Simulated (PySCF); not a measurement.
C3H5BN2O, SMILES CB(O)/C=N\C#N.

Geometry optimised at PBE0-D3(BJ)/def2-SVP. The structure was generated by enumeration; whether it is a known compound was not checked. Other conformers were not sampled.

Calculation: PBE0-D3(BJ)/def2-SVP (PySCF).

Harmonic, unscaled wavenumbers; measured fundamentals usually lie a few per cent lower.

Computed normal modes with their intensities:
```
mode  ν (cm⁻¹)  IR (km/mol)  Raman (Å⁴/amu)  depolarisation  moving atoms (share of kinetic energy)
----  --------  -----------  --------------  --------------  --------------------------------------
1           19          1.0             0.7            0.75          C 31 %, O 30 %, N 25 %, H 14 %
2          138          2.7             4.6            0.56                          N 56 %, C 27 %
3          142          1.8             0.2            0.75                                  H 98 %
4          229          5.7             4.0            0.61   C 38 %, N 25 %, H 18 %, O 11 %, B 8 %
5          252          0.6             0.4            0.75          N 38 %, C 36 %, B 12 %, H 11 %
6          371         13.3             0.3            0.11                  O 35 %, H 26 %, C 26 %
7          399          0.6             0.3            0.75           H 37 %, B 31 %, C 22 %, N 9 %
8          449          2.6             0.8            0.70  C 47 %, O 17 %, N 15 %, H 11 %, B 11 %
9          566         76.4             4.2            0.75                  H 44 %, C 33 %, N 20 %
10         656          9.7             2.3            0.62                   C 47 %, N 33 %, O 9 %
11         679         60.4             0.4            0.75           H 59 %, C 17 %, N 10 %, O 8 %
12         738          5.3             9.9            0.29                          C 68 %, H 19 %
13         844          0.5             1.7            0.75                  H 61 %, C 19 %, B 17 %
14         872          4.5             2.9            0.67                   H 57 %, C 32 %, O 9 %
15         956         23.0             3.4            0.75                  H 59 %, C 26 %, B 15 %
16         977         67.6             3.1            0.65          H 56 %, N 17 %, C 13 %, B 10 %
17        1011         34.1             2.2            0.21                  N 48 %, H 30 %, C 17 %
18        1227        187.1             4.0            0.14                          H 52 %, B 38 %
19        1323        135.6             9.8            0.42          H 49 %, B 24 %, C 16 %, O 11 %
20        1378         51.7            12.5            0.71                  H 55 %, B 22 %, C 14 %
21        1404         16.1             2.4            0.56                           H 84 %, C 8 %
22        1426          9.4            11.4            0.75                                  H 96 %
23        1476        150.7             3.0            0.75                  B 44 %, H 36 %, O 11 %
24        1737          4.1           100.5            0.29                          C 51 %, N 47 %
25        2341         34.8           224.5            0.26                          C 63 %, N 37 %
26        3056          0.5           104.9            0.02                                  H 97 %
27        3061         39.4           167.9            0.23                           H 92 %, C 8 %
28        3135          0.2            41.5            0.75                           H 91 %, C 9 %
29        3178          6.1            86.9            0.65                           H 91 %, C 9 %
30        3880         75.4           120.0            0.26                                  H 94 %
```
